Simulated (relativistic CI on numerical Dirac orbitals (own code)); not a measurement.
One change at a time: Xe²⁷⁺

Base calculation: Dirac-Coulomb-Breit CI, KLI orbitals optimised for each configuration, model QED (radiative potential, 1s self-energy scaled to tabulated hydrogen-like ionisation energies), unscaled Slater integrals.

CI space (outside the closed core [Ne]): 3s2.3p6.3d9, 3s2.3p5.3d10, 3s.3p6.3d10, 3s2.3p6.3d8.4s, 3s2.3p6.3d8.4p, 3s2.3p6.3d8.4d, 3s2.3p4.3d10.4s, 3s2.3p6.3d8.4f, 3s2.3p5.3d9.4s, 3s2.3p4.3d10.4p, 3s2.3p6.3d7.4s2, 3s2.3p5.3d9.4p, 3s2.3p4.3d10.4d, 3s.3p5.3d10.4s, 3s2.3p6.3d7.4s.4p, 3s2.3p6.3d8.5s, 3s.3p5.3d10.4p, 3s2.3p6.3d7.4p2, 3s2.3p5.3d9.4d, 3s2.3p6.3d8.5p, 3s.3p6.3d9.4s, 3s2.3p6.3d7.4s.4d, 3s2.3p6.3d8.5d, 3s.3p5.3d10.4d, 3s2.3p6.3d7.4p.4d, 3p6.3d10.4s, 3s.3p6.3d9.4p, 3s2.3p5.3d8.4s2, 3s2.3p5.3d9.4f, 3s2.3p6.3d8.5f, 3s2.3p6.3d8.5g, 3p6.3d10.4p, 3s2.3p5.3d8.4s.4p, 3s2.3p6.3d7.4d2, 3s2.3p6.3d8.6s, 3s.3p6.3d9.4d. Levels of other configurations are missing.

Variants: (1) non-relativistic limit. Shifts of the energy above 3s2.3p6.3d9 2D_5/2, in eV, for the lowest level and the first level of each name with at least 55 % of one term (blank where a level changes its place among those of its configuration and J or its character, or is not in the variant):

| Level | Base | Δ(1) |
| --- | --- | --- |
| 3s2.3p6.3d9 2D_5/2 | 0.000 | 0.000 |
| 3s2.3p6.3d9 2D_3/2 | 13.529 | -13.529 |
| 3s2.3p5.3d10 2P°_3/2 | 257.787 | -18.230 |
| 3s2.3p5.3d10 2P°_1/2 | 322.783 | -83.227 |
| 3s.3p6.3d10 2S_1/2 | 465.195 | -93.781 |
| 3s2.3p6.3d8.4s 4F_9/2 | 618.939 | +36.324 |
| 3s2.3p6.3d8.4s 2F_7/2 | 620.878 |  |
| 3s2.3p6.3d8.4s 4F_7/2 | 632.290 |  |
| 3s2.3p6.3d8.4s 4F_5/2 | 632.569 |  |
| 3s2.3p6.3d8.4s 4P_1/2 | 635.643 | +28.266 |
| 3s2.3p6.3d8.4s 4P_3/2 | 641.166 | +22.743 |
| 3s2.3p6.3d8.4s 2P_1/2 | 642.632 | +24.153 |
| 3s2.3p6.3d8.4s 2G_9/2 | 642.981 | +25.416 |
| 3s2.3p6.3d8.4s 2G_7/2 | 643.144 | +25.253 |

At this charge energies of transitions that change n are usually good to better than 1 %, and those within a shell (Δn = 0) to a few per cent.

Ionisation energy from the two ground configurations alone: base 1570.33 eV. The NIST ASD value (theoretical) is 1571 eV.

LS names give the leading component of a level, which can be under half, so a name can repeat, a term be missing and a line seem to break the LS rules.
